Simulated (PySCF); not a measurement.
Compound: C4H8FO2 (doublet state).
Z-matrix (Å and degrees, GFN2-xTB geometry), rows numbered from 1:
```
C 
O   1  1.4061
C   2  1.3579  1  115.93
C   3  1.4673  2  117.49  1  -173.57
F   4  1.4342  3  110.22  2    98.16
O   4  1.3696  3  110.51  2  -142.89
C   6  1.4171  4  114.44  3   173.91
H   1  1.0948  2  111.08  3    61.30
H   1  1.0947  2  111.06  3   -60.09
H   1  1.0884  2  106.48  3  -179.40
H   3  1.0749  2  120.55  1    -4.62
H   4  1.1032  3  111.25  2   -15.64
H   7  1.0871  6  106.04  4  -178.72
H   7  1.0931  6  111.00  4    62.05
H   7  1.0955  6  110.72  4   -59.54
```

The hyperfine couplings belong to this conformer and change with its torsions.

The species is `CO[CH][C@@H](F)OC` [radical].

Method: UKS B3LYP, pcH-1 on C F H O, non-relativistic, mean-field spin-orbit, GIAO (PySCF). Isolated species at its GFN2-xTB geometry (one conformer only). A GFN2-xTB geometry isn't a minimum of the functional, and hyperfine couplings can be far from their values at a DFT geometry. No stability test was run, so a lower SCF solution isn't excluded.

Computed for the main isotopes (class means, splittings of 0.05 mT or more): g = 2.0031; F5 19F +252.0 MHz (8.99 mT); H11 1H -57.8 MHz (2.06 mT); H8/H9/H10 1H +9.6 MHz (0.34 mT); 16 first-order lines, 12.08 mT wide.

Problem. What changes when 1H at H8/H9/H10 is replaced by 2H at all these sites?

Solution. Only the nuclear moment changes in this model. The ratio of g factors is 0.85744/5.58569 = 0.1535, so a goes from +9.6 to +1.5 MHz (0.053 mT). The spin goes from 1/2 to 1, so the 1:3:3:1 quartet becomes a 1:3:6:7:6:3:1 septet. The spectrum then has 28 first-order lines over 11.37 mT.

Problem. Give position and intensity of the satellites from 13C at C3.

Solution. a = +88.0 MHz, or 3.14 mT in magnitude, and I = 1/2, so to first order each main line has two satellites, at ±1.57 mT. The isotope's abundance is about 1.07 %, shared among 2 lines, so each has 0.54 % of the main line's intensity.

Problem. Where do the 17O satellites of O6 appear, and how strong are they?

Solution. a = -25.7 MHz, or 0.92 mT in magnitude, and I = 5/2, so to first order each main line has six satellites, at ±0.46, ±1.38, ±2.29 mT. The isotope's abundance is about 0.038 %, shared among 6 lines, so each has 0.0063 % of the main line's intensity.

Class means assume fast exchange of nuclei equivalent by connectivity; if that motion is slow, each nucleus keeps its own coupling. The three 1H nuclei of mean +9.6 MHz run from -1.9 to 15.7 MHz in the frozen geometry.
